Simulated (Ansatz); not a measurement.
`C=C[SiH2][SiH3]` + `Cl[SiH](Cl)Cl` → `C=C[Si](Cl)(Cl)Cl` + `[SiH3][SiH3]`  (formal exchange of groups at a C–Si bond)

Gas-phase electronic energies from Ansatz, PBE0-D4/def2-TZVP geometries. CCSD(T)/CBS adds triple-zeta CCSD(T) − MP2 to the extrapolated MP2 energy (def2 sets, frozen cores). This one scheme is used for every species. One conformer a species, not always the lowest.

`C=C[SiH2][SiH3]`:

Z-matrix (Å, degrees):
```
Si
C 1 1.862
Si 1 2.343 2 110.6
H 1 1.491 2 110.5 3 119.9
H 1 1.489 2 108.8 3 -120.8
C 2 1.330 1 123.5 3 113.6
H 2 1.089 1 118.3 3 -64.9
H 3 1.488 1 110.4 2 -62.0
H 3 1.489 1 111.0 2 177.5
H 3 1.489 1 110.1 2 57.5
H 6 1.086 2 121.8 1 1.5
H 6 1.086 2 122.1 1 -178.7
```

`Cl[SiH](Cl)Cl`:

Cartesian coordinates in Å:
```
Cl 1.365 1.454 -0.053
Si 0.056 -0.096 -0.009
Cl -0.971 -0.065 1.742
Cl -1.243 0.069 -1.559
H 0.793 -1.362 -0.120
```

`C=C[Si](Cl)(Cl)Cl`:

```xyz
9

C    -0.852    1.340    0.234
C     0.299    0.675    0.225
Si    0.452   -1.098   -0.228
Cl   -1.363   -1.886   -0.708
Cl    1.237   -2.159    1.324
Cl    1.702   -1.315   -1.822
H    -0.901    2.389    0.508
H    -1.790    0.863   -0.032
H     1.217    1.191    0.499
```

`[SiH3][SiH3]`:

```xyz
8

Si    1.101   -0.185    0.348
Si   -1.101    0.185   -0.348
H     1.511    0.852    1.333
H     1.222   -1.522    0.987
H     2.026   -0.128   -0.816
H    -1.223    1.524   -0.984
H    -2.026    0.124    0.815
H    -1.510   -0.850   -1.335
```

```tsv
species	HF/def2-TZVPP energy (Eh)
`C=C[SiH2][SiH3]`	-658.28117
`Cl[SiH](Cl)Cl`	-1668.22636
`C=C[Si](Cl)(Cl)Cl`	-1745.14662
`[SiH3][SiH3]`	-581.36542
```

Task: Work out ΔE.

Result: ΔE = (-1745.14662) + (-581.36542) − (-658.28117) − (-1668.22636) = -0.00451 Eh = -11.8 kJ/mol. CCSD(T)/CBS gives -16.0 kJ/mol.

Task: What do rigid-rotor, harmonic-oscillator terms from PBE0-D4/def2-TZVP frequencies (298.15 K, 1 bar) make of the CCSD(T)/CBS value? (An estimate is asked.)

Result: The calculation gave: ΔZPE = -2.3 kJ/mol, ΔH = -17.3 kJ/mol, ΔS = -11 J/(mol·K), ΔG = -13.9 kJ/mol.

Largest T1 diagnostic among the species: 0.013.

The D4 term adds −5.8 kJ/mol with B3LYP and −3.2 kJ/mol with PBE0; it sums over pairs of atoms, weighted by their polarisabilities, and B3LYP, whose exchange is more repulsive, gets the larger term. In def2-TZVPP, CCSD(T) changes the Hartree–Fock value by −4.8 kJ/mol (the triples alone add −1.0 kJ/mol) and MP2 by −6.1 kJ/mol.

B3LYP here is the variant with VWN-RPA as its local correlation; programs differ in this.
